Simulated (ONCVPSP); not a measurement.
## lithium (Li), ONCV: configuration errors across variants

Li, optimised norm-conserving Vanderbilt (ONCV), made with ONCVPSP 4.0.1 (PW91, scalar-relativistic). Core none, reference 1s2 2s0.75 2p0.25. Waves: 1s+2s: rc 1.10 bohr, ncon 3, nbas 6, qcut 9.3 1/bohr, 2 projectors; 2p: rc 4.00 bohr, ncon 4, nbas 7, qcut 1.9 1/bohr, 2 projectors, debl 0.8 Ha; d scattering state at 0.23 Ha: rc 3.75 bohr, ncon 4, nbas 8, qcut 2.6 1/bohr, 2 projectors, debl 1.2 Ha. Local part: polynomial inside 1.10 bohr (lpopt 5, dvloc0 4 Ha). Core correction: none.

All-electron excitation energies from the reference (eV): (1) 1s2 2s1 2p0 -0.445; (2) 1s2 2s0 2p0 4.902; (3) 1s2 2s0.5 2p0 1.610; (4) 1s2 2s0 2p1 1.342.

A true bound ghost makes a file unfit for plane-wave use even where its test errors are small: the radial tests pick states by their node count and pass the ghost by.

Errors AE − PS in meV (a dash: test not solved or not reliable):

```csv
change,(1),(2),(3),(4),bound ghosts,GHOST(+) flags above zero
base,-0.9,+8.7,+2.7,-10,none,d
p: qcut 1.8,-1.0,+9.2,+2.9,-11,none,d
"local potential polynomial inside 0.75 bohr (lpopt 5, dvloc0 0 Ha)",-0.9,+8.7,+2.7,-10,p,d
"local potential polynomial inside 1.10 bohr (lpopt 5, dvloc0 0 Ha)",-0.9,+8.7,+2.7,-10,p,d
s: qcut 12.7; p: qcut 2.6; d: qcut 3.6,-0.6,+5.3,+1.6,-6.0,none,none
s: nproj 3,-0.9,+8.7,+2.7,-10,none,d
```

Task: Give the same row for: s: ncon 5, nbas 8.

Result: -0.9, +8.6, +2.7, -10; bound ghosts: none; GHOST(+) flags above zero: d.
